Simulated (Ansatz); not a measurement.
Geometry optimisation, RKS PBE/def2-SVP (Ansatz).

input.yaml

```yaml
crystal:
  periodic: [false, false, false]
  atoms:
    - { symbol: C, position_ang: [-1.1366, 0.7913, 1.6869] }
    - { symbol: C, position_ang: [-0.5313, 0.411, 0.5908] }
    - { symbol: C, position_ang: [-0.7695, 1.098, -0.746] }
    - { symbol: "N", position_ang: [0.4523, -0.6843, 0.6992] }
    - { symbol: Sn, position_ang: [1.4562, -1.4504, -0.915] }
    - { symbol: H, position_ang: [-1.042, 0.3678, 2.6315] }
    - { symbol: H, position_ang: [-1.8482, 1.6716, 1.6296] }
    - { symbol: H, position_ang: [0.2675, 1.5229, -1.1018] }
    - { symbol: H, position_ang: [-1.1195, 0.3805, -1.4283] }
    - { symbol: H, position_ang: [-1.4615, 1.9354, -0.638] }
    - { symbol: H, position_ang: [0.5115, -1.167, 1.6448] }
    - { symbol: H, position_ang: [0.3636, -1.9767, -2.1212] }
    - { symbol: H, position_ang: [2.4307, -0.1546, -1.5612] }
    - { symbol: H, position_ang: [1.42547, -0.48864, 0.38894] }
basis:
  gaussian: { orbitals: def2-SVP }
hamiltonian:
  xc: pbe
relax:
  f_tol: 0.02
  max_steps: 50
output:
  orbitals: {}
```

Command:

```bash
$ ansatz run input.yaml --threads 2 --pin off --max-ram 3072MiB --backend cpu --events-out ev --progress --plain --runs-dir out
```

Where does it end, and by what steps?

The forces met the threshold. The force dipped under the threshold on the way, but the program's further checks kept it going. After 17 steps the energy has fallen by 3.757 eV; H13 moved furthest, 1.01 Å. Parted: Sn5–H14 (1.62 → 2.86 Å).

```csv
step,energy less start (eV),largest force component (eV/Å),accepted
0,0.0000,6.959,yes
1,-2.0841,3.491,yes
2,-3.0665,1.268,yes
3,-3.4497,1.399,yes
4,-3.5543,1.065,yes
5,-3.6206,0.592,yes
6,-3.6675,0.331,yes
7,-3.7050,0.150,yes
8,-3.7284,0.289,yes
9,-3.7390,0.274,yes
10,-3.7442,0.271,yes
11,-3.7508,0.231,yes
12,-3.7549,0.064,yes
13,-3.7558,0.041,yes
14,-3.7562,0.015,yes
15,-3.7564,0.011,yes
16,-3.7565,0.011,yes
17,-3.7566,0.016,yes
```

```xyz
14
Properties=species:S:1:pos:R:3
C -1.363 0.390 1.496
C -0.384 0.519 0.577
C -0.466 1.376 -0.652
N 0.837 -0.229 0.691
Sn 1.168 -2.197 -0.800
H -1.254 -0.261 2.377
H -2.316 0.921 1.369
H 0.350 2.132 -0.670
H -0.355 0.751 -1.564
H -1.432 1.910 -0.698
H 0.978 -0.590 1.643
H -0.419 -1.792 -1.553
H 1.996 -1.006 -1.887
H 1.659 0.333 0.432
```

The run took 26 s on 2 threads of Intel(R) Xeon(R) 6975P-C (Granite Rapids), with other jobs on the host, peak memory 0.2 GiB.
